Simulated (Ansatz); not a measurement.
FH3MoO3S, SMILES `[OH][Mo]([OH])([OH])([F])=[S]`, relaxed with RKS PBE0-D4/def2-TZVP in Ansatz from a PBE-D4/def2-SVP geometry. The force threshold is 0.005 eV/Å; the program also tests the step.

Total charge 0; spin multiplicity 1. Mo: def2 effective core potential.

Start:

```xyz
9

O    -1.305    1.264    0.031
Mo   -0.180   -0.265   -0.065
O    -0.259   -0.477    1.792
O     1.667   -0.715   -0.064
F     0.343    0.598   -1.696
S    -1.301   -1.912   -0.794
H    -1.301    1.840   -0.759
H     0.174    0.130    2.425
H     2.161   -0.463   -0.870
```

| step | energy (eV) | largest force (eV/Å) | largest move (Å) |
| --- | --- | --- | --- |
| 1 | -21594.2549 | 0.973 | 0.000 |
| 2 | -21594.3074 | 0.650 | 0.047 |
| 3 | -21594.3169 | 0.057 | 0.019 |
| 4 | -21594.3171 | 0.022 | 0.004 |
| 5 | -21594.3173 | 0.010 | 0.006 |
| 6 | -21594.3173 | 0.005 | 0.003 |

End:

```xyz
9

O    -1.278    1.249    0.029
Mo   -0.188   -0.277   -0.070
O    -0.258   -0.475    1.768
O     1.644   -0.696   -0.066
F     0.327    0.575   -1.699
S    -1.293   -1.903   -0.772
H    -1.258    1.833   -0.736
H     0.164    0.123    2.393
H     2.139   -0.429   -0.848
```

It took 35 s on 4 threads of an Arm Neoverse V2 on a shared host, with 0.65 GiB of host memory at the peak.
